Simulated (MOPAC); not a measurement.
A run for MOPAC: PM6 on ClHSSi (SMILES S[Si]Cl), a point of a torsion scan.

```
PM6 1SCF PRECISE CHARGE=0 THREADS=1
ClHSSi

S     -1.24130968 1     0.52945607 1     0.45776146 1
Si     0.78574229 1     0.81049598 1    -0.32720926 1
Cl     0.96574857 1     2.83790091 1    -0.16588900 1
H     -1.48764949 1    -0.54706933 1    -0.27698543 1
```

The log:

```
*******************************************************************************
 **                                                                           **
 **                              MOPAC v23.2.5                                **
 **                                                                           **
 *******************************************************************************
 ** MOPAC's Digital Object Identifier: https://doi.org/10.5281/zenodo.6511958 **
 **                                                                           **
 ** Please cite the open-source release paper for use of this MOPAC version:  **
 ** J. E. Moussa and J. J. P. Stewart (2026)                                  **
 ** MOPAC: An open-source semiempirical molecular orbital program             **
 ** J. Open Source Softw., 11(119), 8025, https://doi.org/10.21105/joss.08025 **
 *******************************************************************************

                              PM6 CALCULATION RESULTS

 *******************************************************************************
 *  PM6        - The PM6 Hamiltonian to be used
 *
 *
 *
 *                 CHARGE ON SYSTEM = 0
 *
 *
 *
 *  PRECISE    - TIGHTER CRITERIA TO BE USED
 *  1SCF       - DO 1 SCF AND THEN STOP
 *  THREADS=1  - MULTI-THREADING NOT USED
 *  T=         - A TIME OF 172800.0 SECONDS REQUESTED
 *  DUMP=N     - RESTART FILE WRITTEN EVERY 7200.0 SECONDS REQUESTED
 *******************************************************************************
PM6 1SCF PRECISE CHARGE=0 THREADS=1
 ClHSSi

   ATOM   CHEMICAL          X               Y               Z
  NUMBER   SYMBOL      (ANGSTROMS)     (ANGSTROMS)     (ANGSTROMS)

     1       S         -1.24130968  *   0.52945607  *   0.45776146  *
     2      Si          0.78574229  *   0.81049598  *  -0.32720926  *
     3      Cl          0.96574857  *   2.83790091  *  -0.16588900  *
     4       H         -1.48764949  *  -0.54706933  *  -0.27698543  *



          CARTESIAN COORDINATES

    NO.       ATOM           X           Y           Z

     1         S         -1.2413      0.5295      0.4578
     2        Si          0.7857      0.8105     -0.3272
     3        Cl          0.9657      2.8379     -0.1659
     4         H         -1.4876     -0.5471     -0.2770

 General Reference for PM6:
 "Optimization of Parameters for Semiempirical Methods V: Modification of NDDO Approximations
 and Application to 70 Elements", J. J. P. Stewart, J. Mol. Mod., 13, 1173-1213 (2007)
 URL: https://link.springer.com/article/10.1007/s00894-007-0233-4

           Empirical Formula: H S Si Cl  =     4 atoms



      MOLECULAR POINT GROUP   :   C1


      RHF CALCULATION, NO. OF DOUBLY OCCUPIED LEVELS = 9


 -------------------------------------------------------------------------------
 PM6 1SCF PRECISE CHARGE=0 THREADS=1
 ClHSSi



     1SCF WAS SPECIFIED, SO BFGS WAS NOT USED
     SCF FIELD WAS ACHIEVED


                              PM6 CALCULATION
                                                       MOPAC v23.2.5 Linux




          FINAL HEAT OF FORMATION =          3.38615 KCAL/MOL =      14.16766 KJ/MOL


          COSMO AREA              =        117.11 SQUARE ANGSTROMS
          COSMO VOLUME            =        108.34 CUBIC ANGSTROMS

          IONIZATION POTENTIAL    =          8.152012 EV
          HOMO LUMO ENERGIES (EV) =         -8.152 -1.689
          NO. OF FILLED LEVELS    =          9
          MOLECULAR WEIGHT        =         96.6064         POINT GROUP:  C1

          MOLECULAR DIMENSIONS (Angstroms)

            Atom       Atom       Distance
            H     4   Cl     3     4.18205
           Si     2    S     1     1.68993
           Cl     3    S     1     0.40771


          SCF CALCULATIONS        =          1





   ATOM   CHEMICAL          X               Y               Z
  NUMBER   SYMBOL      (ANGSTROMS)     (ANGSTROMS)     (ANGSTROMS)

     1       S         -1.24130968  *   0.52945607  *   0.45776146  *
     2      Si          0.78574229  *   0.81049598  *  -0.32720926  *
     3      Cl          0.96574857  *   2.83790091  *  -0.16588900  *
     4       H         -1.48764949  *  -0.54706933  *  -0.27698543  *

                             CARTESIAN COORDINATES

   1    S       -1.241309680     0.529456070     0.457761460
   2   Si        0.785742290     0.810495980    -0.327209260
   3   Cl        0.965748570     2.837900910    -0.165889000
   4    H       -1.487649490    -0.547069330    -0.276985430


           Empirical Formula: H S Si Cl  =     4 atoms



      MOLECULAR POINT GROUP   :   C1


                  EIGENVALUES
 -30.15529 -26.31238 -16.60946 -13.35129 -12.13467 -11.87592 -11.37449  -9.49602
  -8.15201  -1.68859  -1.46041  -0.93597   0.58618   1.23928   1.35107   1.42921
   1.58438   2.04449   2.14328   2.24506   2.32733   2.77157   3.72392  88.88101
  88.96552  89.06957  89.40123  89.40874


              NET ATOMIC CHARGES AND DIPOLE CONTRIBUTIONS

  ATOM NO.   TYPE          CHARGE      No. of ELECS.   s-Pop       p-Pop       d-Pop
    1          S          -0.508381        6.5084     1.91552     4.47920     0.11366
    2         Si           0.493645        3.5064     1.88203     1.25988     0.36444
    3         Cl          -0.190271        7.1903     1.99402     5.19430     0.00196
    4          H           0.205007        0.7950     0.79499
 DIPOLE           X         Y         Z       TOTAL
 POINT-CHG.     2.547    -2.503    -2.015     4.100
 HYBRID        -1.158     0.732     0.856     1.615
 SUM            1.389    -1.771    -1.158     2.532


          ATOMIC ORBITAL ELECTRON POPULATIONS

     Atom    s        px        py        pz      x^2-y^2     xz        z^2       yz        xy
    1  S   1.91552   1.55307   1.34962   1.57651   0.03450   0.01513   0.00831   0.04943   0.00629
    2 Si   1.88203   0.47862   0.48674   0.29452   0.12028   0.04200   0.05975   0.05172   0.09070
    3 Cl   1.99402   1.86449   1.49727   1.83254   0.00091   0.00003   0.00034   0.00023   0.00044
    4  H   0.79499

 **********************
 *                    *
 * JOB ENDED NORMALLY *
 *                    *
 **********************




 == MOPAC DONE ==
```

The run finished.

Cost: very roughly 0.06 core-seconds.
